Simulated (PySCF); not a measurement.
A PySCF script (with the pyscf-properties extension) for the NMR shieldings of `C([Si@H]1N=C(C#N)C1)(F)(F)F`, C4H3F3N2Si, on a GFN2-xTB geometry:

```python
import basis_set_exchange as bse
import numpy as np
from pyscf import gto, dft
from pyscf.prop import nmr

atoms = """
N    -3.491993    1.181135   -1.526334
C    -2.505668    0.980250   -0.978552
C    -1.320167    0.667830   -0.279017
N    -0.319430    1.466065   -0.114026
Si    0.609487    0.273843    0.824416
C     2.139855   -0.396647   -0.167066
F     3.091969    0.531065   -0.344895
F     1.812050   -0.858018   -1.387123
F     2.732916   -1.422876    0.475875
C    -1.032688   -0.646102    0.393346
H     1.019520    0.583099    2.178371
H    -1.018890   -1.488377   -0.296201
H    -1.721348   -0.870780    1.203478
"""
names = dict.fromkeys(["N", "C", "Si", "F", "H"], "pcSseg-1")
basis = {el: gto.basis.parse(bse.get_basis(n, elements=[el], fmt="nwchem")) for el, n in names.items()}
mol = gto.M(atom=atoms, basis=basis, charge=0, verbose=0)
mf = dft.RKS(mol, xc="PBE0")
mf.grids.level = 2
mf.grids.alignment = dft.numint.BLKSIZE   # the property module wants whole blocks of grid points
mf.conv_tol = 1e-9
mf.kernel()

calc = nmr.RKS(mf)   # GIAO
C = mf.mo_coeff
Co = C[:, mf.mo_occ > 0]
resp = mf.gen_response(singlet=True, hermi=2)
def vind(x):   # induced exchange potential for any number of trial vectors
    d = np.einsum("pi,xij,qj->xpq", C, 2 * x.reshape(-1, C.shape[1], Co.shape[1]), Co, optimize=True)
    return np.einsum("xpq,pi,qj->xij", resp(d - d.transpose(0, 2, 1)), C, Co, optimize=True).ravel()
mo1, _ = nmr.rhf.solve_mo1(calc, with_cphf=vind)
sigma = calc.kernel(mo1)
for i, s in enumerate(sigma):   # ppm
    print("%2d %-2s %9.2f" % (i, mol.atom_pure_symbol(i), np.trace(s) / 3))
```

Task: Give the expected output.

Result: 
```
 0 N     -63.51
 1 C      68.52
 2 C      -2.06
 3 N    -229.16
 4 Si    360.86
 5 C      50.57
 6 F     243.65
 7 F     247.10
 8 F     244.70
 9 C     147.16
10 H      26.32
11 H      28.62
12 H      28.81
```

These numbers come from an equivalent density-fitted implementation of the same equations, which agrees with the script to about 0.01 ppm for H and up to a few tenths of a ppm for heavy atoms, so last digits may differ.

Size and cost of the density-fitted run: 192 basis functions, 30 s wall time on 1 thread of an Intel Xeon Platinum 8488C, shared host; peak memory 0.84 GiB.
